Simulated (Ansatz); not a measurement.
Start from `[OH][Ga]([Br])[O][SiH3]` and change one atom or group to get `C[O][Ga]([Br])[O][SiH3]`.

Ansatz, PBE0-D4/def2-TZVP geometries, multiplicity 1. Each molecule was computed in one conformer, which needn't be the lowest.

Scalar relativity is left out up to krypton.

| property | `[OH][Ga]([Br])[O][SiH3]` |
| --- | --- |
| HOMO energy (PBE0/def2-TZVPP) / eV | -8.79 |
| size of the dipole moment (ωB97M-V/def2-TZVPP) / D | 1.24 |
| LUMO energy (PBE/def2-TZVPP) / eV | -2.43 |
| HOMO–LUMO gap (ωB97M-V/def2-TZVPP) / eV | 11.40 |
| HOMO energy (ωB97M-V/def2-TZVPP) / eV | -11.06 |
| HOMO energy (PBE/def2-TZVPP) / eV | -7.38 |

(1) What does the change do to each property? (An estimate is asked.)

Answers

(1) Ansatz gave: 
```csv
property,`C[O][Ga]([Br])[O][SiH3]`,shift
HOMO energy (PBE0/def2-TZVPP) / eV,-8.30,0.49
size of the dipole moment (ωB97M-V/def2-TZVPP) / D,1.20,-0.04
LUMO energy (PBE/def2-TZVPP) / eV,-2.37,0.06
HOMO–LUMO gap (ωB97M-V/def2-TZVPP) / eV,11.11,-0.29
HOMO energy (ωB97M-V/def2-TZVPP) / eV,-10.68,0.38
HOMO energy (PBE/def2-TZVPP) / eV,-6.79,0.59
```

With PBE0 the HOMO rises by 0.49 eV and the LUMO rises by 0.06 eV, so the gap narrows by about 0.43 eV. PBE moves the HOMO by 0.59 eV and ωB97M-V by 0.38 eV. Dipoles are sizes alone; their direction can turn.

Spin–orbit coupling is left out; it splits and shifts lone-pair levels of the heavy atoms by tenths of an eV.
